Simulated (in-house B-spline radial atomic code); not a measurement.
Settings and results of a run for Os⁸⁺. Method: Dirac-Kohn-Sham PBEsol, spherical fractional occupations, Fermi nucleus of rms radius 5.4126 fm. Calculated with a B-spline radial code for spherical atoms.

Command:
```bash
python run_scf.py task.json out
```
Settings (nuclear radius in fm, mass in u):
```
Z                76
configuration    [Xe] 4f14
hamiltonian      dirac
method           pbesol
spin_polarised   False
nucleus          fermi
rms_radius       5.4126
atomic_mass      191.96148
speed_of_light   137.035999084
```

Output (hartree, bohr):
```
 radial grid: 66 intervals, B-splines of order 8, outer radius 16.6667 bohr

 iter        energy (Eh)    residual
    1      -17243.349158    7.98e-01
    2      -17244.881467    9.33e-01
    3      -17258.568716    8.99e-02
    4      -17258.662663    3.79e-02
    5      -17258.676526    1.02e-02
    6      -17258.677501    5.17e-03
    7      -17258.677902    2.19e-04
    8      -17258.677903    1.74e-05
    9      -17258.677903    2.26e-07

 total energy                    -17258.67790
 kinetic                           19581.1268
 electron-nucleus                 -42943.4358
 Hartree                            6435.5159
 exchange-correlation               -331.8849

 first-order corrections (not in the total)
   Gaunt                            21.1420
   retardation                      -2.2426
   frequency dependence             -0.3776
   self-energy                      15.5349
   Uehling                          -3.0059
   Wichmann-Kroll                    0.1242
   recoil                            0.0302

 orbital      occ     eigenvalue          <r>       <r^2>       <1/r>     <1/r^3>       r_max    small
 1s1/2      2.000     -2713.1525    0.0177429 0.000433847     90.3798           -     0.01103  8.25e-02
 2s1/2      2.000      -475.8716    0.0742831  0.00658861     22.0834           -     0.06362  1.88e-02
 2p1/2      2.000      -455.9492    0.0613135   0.0046859     22.0548           -     0.04711  1.89e-02
 2p3/2      4.000      -399.7117    0.0695025  0.00588084     18.3116     17908.8     0.05416  1.69e-02
 3s1/2      2.000      -114.0685     0.193436   0.0429248     8.10823           -      0.1791  6.22e-03
 3p1/2      2.000      -105.1275     0.183497   0.0392692     8.02596           -      0.1674  6.17e-03
 3p3/2      4.000       -92.8621     0.198617    0.045786     7.05439      4143.1      0.1818  5.61e-03
 3d3/2      4.000       -77.8344     0.173427    0.035325      6.9513     711.642       0.142  5.50e-03
 3d5/2      6.000       -75.1756     0.178061   0.0371072      6.7249     599.381       0.146  5.34e-03
 4s1/2      2.000       -27.4801     0.431762    0.210672     3.41852           -      0.4053  2.08e-03
 4p1/2      2.000       -23.7234     0.435618    0.216194     3.30962           -      0.4043  1.98e-03
 4p3/2      4.000       -20.8375     0.469221    0.250475     2.97112     966.002      0.4344  1.77e-03
 4d3/2      4.000       -14.6598     0.482043    0.269105     2.76242     148.362      0.4293  1.57e-03
 4d5/2      6.000       -14.1246     0.493303    0.281619     2.68268      122.24      0.4388  1.52e-03
 5s1/2      2.000        -7.5502     0.976951     1.06586     1.39226           -      0.9051  5.23e-04
 5p1/2      2.000        -6.3338      1.04481     1.22344     1.28531           -      0.9566  4.57e-04
 5p3/2      4.000        -5.8174      1.11978     1.40341     1.17906     173.552       1.028  4.06e-04
 4f5/2      6.000        -6.2882     0.544649    0.361988      2.2749     23.9359      0.4023  1.14e-03
 4f7/2      8.000        -6.1835      0.55201     0.37185     2.24378     22.8074       0.407  1.11e-03
```

Cost of the run: 1.6 s on 1 thread of Arm Neoverse V2, with other jobs on the host.

For the Dirac Hamiltonian the kinetic term is c α·p + (β - 1)c².
